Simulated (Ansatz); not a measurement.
The same redistribution along the group Ti, Zr, Hf.

Isolated molecules relaxed with PBE0-D4/def2-TZVP in Ansatz; ΔE leaves out vibrations. CBS: MP2 limit from def2 TZ/QZ plus the TZ coupled-cluster correction, frozen cores. Functionals use def2-TZVPP. def2 core potentials past Kr. For Hf, Mo, Ti, Zr outer-core shells are correlated without core-valence functions, which leaves a few kJ/mol of doubt a bond. Scalar relativity is left out up to krypton. Each species was taken in one conformer, which may not be the lowest.

```csv
reaction,CCSD(T)/CBS(def2) (kJ/mol)
`[OH][Ti]([SH])([SH])[SH]` + `[O]=[Mo]([OH])(=[S])[Cl]` → `[SH][Ti]([SH])([SH])[Cl]` + `[O]=[Mo]([OH])([OH])=[S]`,?
`[OH][Zr]([SH])([SH])[SH]` + `[O]=[Mo]([OH])(=[S])[Cl]` → `[SH][Zr]([SH])([SH])[Cl]` + `[O]=[Mo]([OH])([OH])=[S]`,20
`[OH][Hf]([SH])([SH])[SH]` + `[O]=[Mo]([OH])(=[S])[Cl]` → `[SH][Hf]([SH])([SH])[Cl]` + `[O]=[Mo]([OH])([OH])=[S]`,24
```

Fill in the missing values. (An estimate is asked.)

Ansatz gave: `[OH][Ti]([SH])([SH])[SH]` + `[O]=[Mo]([OH])(=[S])[Cl]` → `[SH][Ti]([SH])([SH])[Cl]` + `[O]=[Mo]([OH])([OH])=[S]`: +19.3 kJ/mol.

Largest T1 diagnostic: 0.028, for `[SH][Ti]([SH])([SH])[Cl]`, so its coupled-cluster energy is less sure.
